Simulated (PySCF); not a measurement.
# Ta3 at several levels of theory

Computed with PySCF 2.14.0 (density fitting, no spin-orbit coupling) at the geometry relaxed with TPSS:

```xyz
3
Ta3 (quartet)
Ta    0.0000    0.0000    2.3379
Ta    0.0000    0.0000    0.0421
Ta    0.0000    0.0000   -2.3801
```

```csv
level,basis,state,HOMO (eV),gap (eV),charge on Ta1 (e),dipole about the centre of mass (D),largest force component (eV/Å)
TPSS,Ta def2-SVP with ECP60,quartet,-3.98,0.72,0.22,0.10,0.02
HF,the same,quartet,-5.49,5.82,0.41,3.25,3.61
BLYP,the same,quartet,-3.68,0.44,0.05,0.05,0.24
M06-L,the same,quartet,-4.08,0.93,0.16,1.52,1.05
B3LYP,the same,quartet,-4.47,1.82,0.09,0.09,0.48
```

HOMO and gap are taken over both spins. Charges are Mulliken's, which hang on the basis. The relaxation used the grid (50, 194), these runs (75, 302) or, all-electron (x2c bases, spin-free X2C Hamiltonian), (99, 590).

Task: What does TPSS with Ta def2-TZVP with ECP60 give here?

Result: state quartet, HOMO (eV) -3.98, gap (eV) 0.77, charge on Ta1 (e) -0.03, dipole about the centre of mass (D) 0.11, largest force component (eV/Å) 0.08. Time: 90 s on 2 threads of Arm Neoverse V1, with other jobs on the host, from free ions and atoms.

No frequency check is given that shows the relaxed geometry to be a minimum. The relaxed state is spin-contaminated (spin squared 4.76 against 3.75). Open shells may have lower solutions than the one found.

A gap near or under zero over both spins lies within a partly filled shell and is no excitation energy.

Some runs are spin-contaminated.
